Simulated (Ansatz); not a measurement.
`[F][Mg][Cl]` + silanol → `[F][Mg][O][SiH3]` + HCl at 700 K and 1 bar (ligand exchange at a Mg–Cl bond).

Gas-phase electronic energies from Ansatz, PBE0-D4/def2-TZVP geometries. CCSD(T)/CBS adds triple-zeta CCSD(T) − MP2 to the extrapolated MP2 energy (def2 sets, frozen cores). This one scheme is used for every species. For Mg outer-core shells are correlated without core-valence functions, which leaves a few kJ/mol of doubt a bond. Each species was taken in one conformer, which may not be the lowest.

```csv
species,CCSD(T)/CBS energy (Eh),H − E (kJ/mol),S (J/(mol·K))
`[F][Mg][Cl]`,-759.61026,45.3,314.5
`O[SiH3]`,-366.69042,144.6,321.6
`[F][Mg][O][SiH3]`,-665.90405,144.9,418.2
HCl,-460.38127,38.4,211.8
```

H − E and S are ideal-gas, rigid-rotor, harmonic terms from PBE0-D4/def2-TZVP, for one conformer and one mirror image of each species. 1 Eh = 2625.50 kJ/mol, R = 8.31446 J/(mol·K).

Q: By hand: ΔE, ΔH, ΔS and ΔG.

A: ΔE = (-665.90405) + (-460.38127) − (-759.61026) − (-366.69042) = 0.01536 Eh = 40.3 kJ/mol. Δ(H − E) = 144.9 + 38.4 − 45.3 − 144.6 = -6.6, so ΔH = 33.7 kJ/mol. ΔS = 418.2 + 211.8 − 314.5 − 321.6 = -6.1 J/(mol·K). ΔG = 33.7 − 700 × (-6.1)/1000 = 38.0 kJ/mol.

Q: By hand: the equilibrium constant, and the temperature at which ΔG would vanish if ΔH and ΔS stayed fixed.

A: log₁₀ K = −ΔG/(RT ln 10) = -2.8. ΔH and −TΔS have one sign here, so there is no such temperature.

The number of gas molecules stays the same, so ΔS is small and ΔH decides. A doubt of 5 kJ/mol in ΔE shifts log₁₀ K by 0.4 here. Other conformers and mirror images would add mixing entropy, several J/(mol·K) or more a flexible species. Modes under 60 cm⁻¹, often nearly free rotors, make the harmonic entropy too high. These are equilibria of isolated gas molecules and say nothing of rates. Largest T1 diagnostic: 0.012 (customary marks: 0.02 for closed shells, 0.045 for open ones).

ΔS is within the doubt of such terms, so its sign, and with it that verdict, could turn.
